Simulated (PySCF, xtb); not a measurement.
CH₈FNSi₂, SMILES C[SiH2][Si@@H](N)F. The values are those of a single conformer.

Harmonic wavenumbers (cm⁻¹) from GFN2-xTB (xtb) at its own minimum, in rising order: 19, 103, 129, 152, 163, 181, 248, 403, 434, 455, 568, 623, 669, 708, 745, 752, 802, 811, 818, 844, 913, 1373, 1490, 1493, 1527, 2151, 2190, 2268, 3034, 3037, 3043, 3477, 3517.

Problem. What does TPSSh-D3(BJ)/def2-SVP (PySCF) give at its own minimum? (An estimate is asked for; the answer gives what the named calculation found.)

Solution. 45, 91, 144, 185, 206, 294, 329, 414, 439, 458, 597, 671, 695, 720, 807, 853, 880, 893, 912, 936, 947, 1279, 1455, 1458, 1561, 2217, 2236, 2261, 3033, 3128, 3130, 3542, 3636. Paired by order, the mean absolute difference is 51 cm⁻¹ and the zero-point energies are 56.0 and 57.8 kcal/mol.
